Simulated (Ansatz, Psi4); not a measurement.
Conformational energy of SMILES [SiH2]([SiH2][Si](Cl)(Cl)Cl)C#C. Scanned: dihedral C2–Si3–Si4–Si5; all other coordinates were relaxed at B3LYP-D3(BJ)/def2-SVP. Points at φ and −φ are mirror images. Heavy atoms are numbered in the order of the SMILES C#C[SiH2][SiH2][Si](Cl)(Cl)Cl, hydrogens after them in the order of the atoms that carry them; the mirror image has the same energies with the sign of each dihedral reversed.

Methods: PBE/def2-TZVP // B3LYP-D3(BJ)/def2-SVP (Psi4); PBE-D3(BJ)/def2-TZVP // B3LYP-D3(BJ)/def2-SVP (Psi4); B3LYP/def2-TZVP // B3LYP-D3(BJ)/def2-SVP (Psi4); CCSD(T)/cc-pVDZ = CCSD(T) on RHF/cc-pVDZ, frozen core // B3LYP-D3(BJ)/def2-SVP run with Ansatz (a first-principles code).

Energies relative to the lowest point of each profile, in kcal/mol; the last columns give the difference from CCSD(T):

```json
[
 {"φ / °": "-165", "PBE/def2-TZVP": "0.00", "PBE-D3(BJ)/def2-TZVP": "0.13", "B3LYP/def2-TZVP": "0.00", "CCSD(T)/cc-pVDZ": "0.22", "PBE/def2-TZVP − CCSD(T)/cc-pVDZ": "-0.22", "PBE-D3(BJ)/def2-TZVP − CCSD(T)/cc-pVDZ": "-0.09", "B3LYP/def2-TZVP − CCSD(T)/cc-pVDZ": "-0.22"},
 {"φ / °": "-135", "PBE/def2-TZVP": "0.55", "PBE-D3(BJ)/def2-TZVP": "0.63", "B3LYP/def2-TZVP": "0.58", "CCSD(T)/cc-pVDZ": "0.77", "PBE/def2-TZVP − CCSD(T)/cc-pVDZ": "-0.22", "PBE-D3(BJ)/def2-TZVP − CCSD(T)/cc-pVDZ": "-0.14", "B3LYP/def2-TZVP − CCSD(T)/cc-pVDZ": "-0.19"},
 {"φ / °": "-105", "PBE/def2-TZVP": "0.59", "PBE-D3(BJ)/def2-TZVP": "0.58", "B3LYP/def2-TZVP": "0.60", "CCSD(T)/cc-pVDZ": "0.68", "PBE/def2-TZVP − CCSD(T)/cc-pVDZ": "-0.09", "PBE-D3(BJ)/def2-TZVP − CCSD(T)/cc-pVDZ": "-0.09", "B3LYP/def2-TZVP − CCSD(T)/cc-pVDZ": "-0.08"},
 {"φ / °": "-75", "PBE/def2-TZVP": "0.36", "PBE-D3(BJ)/def2-TZVP": "0.07", "B3LYP/def2-TZVP": "0.51", "CCSD(T)/cc-pVDZ": "0.21", "PBE/def2-TZVP − CCSD(T)/cc-pVDZ": "0.15", "PBE-D3(BJ)/def2-TZVP − CCSD(T)/cc-pVDZ": "-0.14", "B3LYP/def2-TZVP − CCSD(T)/cc-pVDZ": "0.30"},
 {"φ / °": "-45", "PBE/def2-TZVP": "0.71", "PBE-D3(BJ)/def2-TZVP": "0.00", "B3LYP/def2-TZVP": "1.02", "CCSD(T)/cc-pVDZ": "0.00", "PBE/def2-TZVP − CCSD(T)/cc-pVDZ": "0.71", "PBE-D3(BJ)/def2-TZVP − CCSD(T)/cc-pVDZ": "0.00", "B3LYP/def2-TZVP − CCSD(T)/cc-pVDZ": "1.02"},
 {"φ / °": "-15", "PBE/def2-TZVP": "1.33", "PBE-D3(BJ)/def2-TZVP": "0.55", "B3LYP/def2-TZVP": "1.64", "CCSD(T)/cc-pVDZ": "0.71", "PBE/def2-TZVP − CCSD(T)/cc-pVDZ": "0.62", "PBE-D3(BJ)/def2-TZVP − CCSD(T)/cc-pVDZ": "-0.16", "B3LYP/def2-TZVP − CCSD(T)/cc-pVDZ": "0.93"},
 {"φ / °": "15", "PBE/def2-TZVP": "1.33", "PBE-D3(BJ)/def2-TZVP": "0.55", "B3LYP/def2-TZVP": "1.64", "CCSD(T)/cc-pVDZ": "0.71", "PBE/def2-TZVP − CCSD(T)/cc-pVDZ": "0.62", "PBE-D3(BJ)/def2-TZVP − CCSD(T)/cc-pVDZ": "-0.16", "B3LYP/def2-TZVP − CCSD(T)/cc-pVDZ": "0.93"},
 {"φ / °": "45", "PBE/def2-TZVP": "0.71", "PBE-D3(BJ)/def2-TZVP": "0.00", "B3LYP/def2-TZVP": "1.02", "CCSD(T)/cc-pVDZ": "0.00", "PBE/def2-TZVP − CCSD(T)/cc-pVDZ": "0.71", "PBE-D3(BJ)/def2-TZVP − CCSD(T)/cc-pVDZ": "0.00", "B3LYP/def2-TZVP − CCSD(T)/cc-pVDZ": "1.02"},
 {"φ / °": "75", "PBE/def2-TZVP": "0.36", "PBE-D3(BJ)/def2-TZVP": "0.07", "B3LYP/def2-TZVP": "0.51", "CCSD(T)/cc-pVDZ": "0.21", "PBE/def2-TZVP − CCSD(T)/cc-pVDZ": "0.15", "PBE-D3(BJ)/def2-TZVP − CCSD(T)/cc-pVDZ": "-0.14", "B3LYP/def2-TZVP − CCSD(T)/cc-pVDZ": "0.30"},
 {"φ / °": "105", "PBE/def2-TZVP": "0.59", "PBE-D3(BJ)/def2-TZVP": "0.58", "B3LYP/def2-TZVP": "0.60", "CCSD(T)/cc-pVDZ": "0.68", "PBE/def2-TZVP − CCSD(T)/cc-pVDZ": "-0.09", "PBE-D3(BJ)/def2-TZVP − CCSD(T)/cc-pVDZ": "-0.09", "B3LYP/def2-TZVP − CCSD(T)/cc-pVDZ": "-0.08"},
 {"φ / °": "135", "PBE/def2-TZVP": "0.55", "PBE-D3(BJ)/def2-TZVP": "0.63", "B3LYP/def2-TZVP": "0.58", "CCSD(T)/cc-pVDZ": "0.77", "PBE/def2-TZVP − CCSD(T)/cc-pVDZ": "-0.22", "PBE-D3(BJ)/def2-TZVP − CCSD(T)/cc-pVDZ": "-0.14", "B3LYP/def2-TZVP − CCSD(T)/cc-pVDZ": "-0.19"},
 {"φ / °": "165", "PBE/def2-TZVP": "0.00", "PBE-D3(BJ)/def2-TZVP": "0.13", "B3LYP/def2-TZVP": "0.00", "CCSD(T)/cc-pVDZ": "0.22", "PBE/def2-TZVP − CCSD(T)/cc-pVDZ": "-0.22", "PBE-D3(BJ)/def2-TZVP − CCSD(T)/cc-pVDZ": "-0.09", "B3LYP/def2-TZVP − CCSD(T)/cc-pVDZ": "-0.22"}
]
```

PBE/def2-TZVP is furthest from CCSD(T)/cc-pVDZ at -45 (0.71 kcal/mol, above); its mean absolute difference over the points is 0.33 kcal/mol.

PBE-D3(BJ)/def2-TZVP is furthest from CCSD(T)/cc-pVDZ at -15 (-0.16 kcal/mol, below); its mean absolute difference over the points is 0.10 kcal/mol.

B3LYP/def2-TZVP is furthest from CCSD(T)/cc-pVDZ at -45 (1.02 kcal/mol, above); its mean absolute difference over the points is 0.46 kcal/mol.
